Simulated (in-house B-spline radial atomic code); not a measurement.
**Ionising the lead ion Pb²⁺ with different functionals**

Computed with a B-spline radial code for spherical atoms: four-component Dirac-Coulomb Hamiltonian, Fermi nucleus of rms radius 5.5012 fm, spin-restricted, spherical fractional occupations for the functionals, and exact exchange of hybrids averaged over the configuration. The ionisation energy is the difference of two self-consistent energies, [Xe] 4f14 5d10 6s2 → [Xe] 4f14 5d10 6s1, without Breit or QED terms; ε is the level of the shell that loses the electron (mean over j).

| method | rung | ΔSCF (eV) | -ε(6s) (eV) |
| --- | --- | --- | --- |
| B3LYP | global hybrid | 32.29 | 28.36 |
| B97-1 | global hybrid | 31.98 | 28.14 |
| HSE06 | range-separated hybrid | 32.00 | 27.98 |
| wB97X | range-separated hybrid | 31.77 | 30.66 |

(1) Among the functionals, which spreads more, the ΔSCF values or the orbital energies?

(2) How do they compare with the NIST value?

## Answers

(1) The orbital energies: ΔSCF values span about 0.52 eV and the orbital energies 2.68 eV; here energy differences depend much less on the functional than eigenvalues do.

(2) NIST lists 31.937 eV (measured, ground level to ground level). Errors run from -0.17 to +0.35 eV; B97-1 is closest (+0.04 eV), but part of that can be cancellation, since the calculations leave out Breit-QED terms, spin polarisation.
